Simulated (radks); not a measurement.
Values are calculated unless marked as measured or tabulated.
Coherent X-ray form factor from a spherical all-electron density. Level of theory: non-relativistic Kohn-Sham, exchange-only LDA, spin-polarised, spherical densities, point nucleus (a radial shooting solver on a logarithmic mesh with Libxc functionals).

sin(theta)/lambda (1/angstrom)  f0 (electrons)
0.05                                    39.971
0.1                                     37.568
0.15                                    34.823
0.2                                     32.195
0.25                                    29.785
0.3                                     27.611
0.4                                     24.001
0.5                                     21.243
0.6                                     19.045
0.8                                     15.400
1                                       12.292
1.25                                     9.317
1.5                                      7.414
2                                        5.579

The species is in the configuration that NIST lists as its ground one. Which atom or ion scatters so?

Answer. Neutral niobium, [Kr] 4d4 5s1. Extrapolating in s^2 from the first two rows gives f0(0) = 40.8, near the electron count 41; among species with that count, the fall with angle is slower the higher Z, and the table is that of Z = 41; from so few rows the species is fixed only to a neighbour or two.
